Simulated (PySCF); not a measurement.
# One molecule, several mistakes: BCGeH7Si

Calculated results; nothing here was measured. They come from PySCF 2.14.0, an open-source quantum chemistry program, on an isolated molecule that a program drew, which may never have been made. The molecule is BCGeH7Si (charge 0, singlet), drawn as the SMILES string `C=[SiH][BH][GeH3]`.

Each row is a Hartree-Fock (HF) and frozen-core CCSD(T) single point in the cc-pV(D+d)Z basis, meant for a local HF minimum. Run 1 is clean. Each other run has one planted mistake out of seven kinds, and not every kind appears here: one electron removed, one electron added, multiplicity raised by two, geometry at a saddle point, minimal basis STO-3G, one bond length entered in bohr, all coordinates scaled. The reference is restricted for singlets and unrestricted otherwise, and also for a bond in bohr. Adding or removing an electron swaps singlet and doublet. Electrons count all cores. HOMO and LUMO are orbital energies over both spins, the gradient is its largest component, and the lowest frequency (negative if imaginary) is given only where the gradient is small. Bond lengths are over the 10 bonds as drawn. T1 is the CCSD diagnostic: over 0.02 (restricted) or 0.045 (unrestricted) a single reference is doubtful. Germanium has the cc-pVDZ-PP basis, with a core potential (ECP10MDF) in place of its 10 inner electrons, and its 3s, 3p and 3d shells are frozen in CCSD(T).

Geometry of the clean run:
```xyz
11
BCGeH7Si, angstrom
C     0.2971   -2.6061    0.7029
Si   -0.3878   -1.4002    1.7005
B    -0.4920    0.4993    1.0725
Ge   -1.2789    2.1239    2.1231
H     0.6836   -2.3640   -0.2817
H     0.3840   -3.6503    0.9839
H    -0.8998   -1.7806    3.0320
H    -0.0543    0.7183   -0.0222
H    -2.4326    2.7468    1.3228
H    -1.8134    1.7550    3.5138
H    -0.1951    3.1976    2.3023
```

| run | electrons | basis functions | <S^2> | HOMO (eV) | LUMO (eV) | gradient (hartree/bohr) | lowest frequency (cm^-1) | mean bond (Å) | longest bond (Å) | T1 | HF (hartree) | CCSD(T) (hartree) | mistake |
|---|---|---|---|---|---|---|---|---|---|---|---|---|---|
| 1 | 64 | 109 | 0.000 | -8.52 | 0.29 | 3.1e-05 | 42 | 1.5253 | 2.089 | 0.0175 | -648.84764 | -649.34846 | no fault |
| 2 | 65 | 109 | 0.919 | -1.82 | 6.85 | 5.5e-02 | - | 1.5253 | 2.089 | 0.0266 | -648.87586 | -649.38578 | one electron added |
| 3 | 64 | 109 | 2.019 | -7.11 | -0.30 | 1.1e-01 | - | 1.5253 | 2.089 | 0.0139 | -648.81666 | -649.28003 | ? |
| 4 | 63 | 109 | 0.756 | -15.43 | -6.54 | 4.3e-02 | - | 1.5253 | 2.089 | 0.0152 | -648.58515 | -649.02973 | ? |

**Which mistake was planted in run 3, and what did it cost?**

Electrons, basis and geometry are unchanged, and <S^2> is 2.019, beside S(S+1) = 2.00 for a multiplicity of 3. So the mistake is: multiplicity raised by two. Subtracting run 1 and multiplying by 627.51 kcal/mol a hartree, the energy moved by 19.4 kcal/mol in HF and 42.9 kcal/mol in CCSD(T).

**Which mistake was planted in run 4, and what did it cost?**

It counts 63 electrons, one fewer than the clean run, at the same geometry and basis. So the mistake is: one electron removed. Subtracting run 1 and multiplying by 627.51 kcal/mol a hartree, the energy moved by 164.7 kcal/mol in HF and 200.0 kcal/mol in CCSD(T).

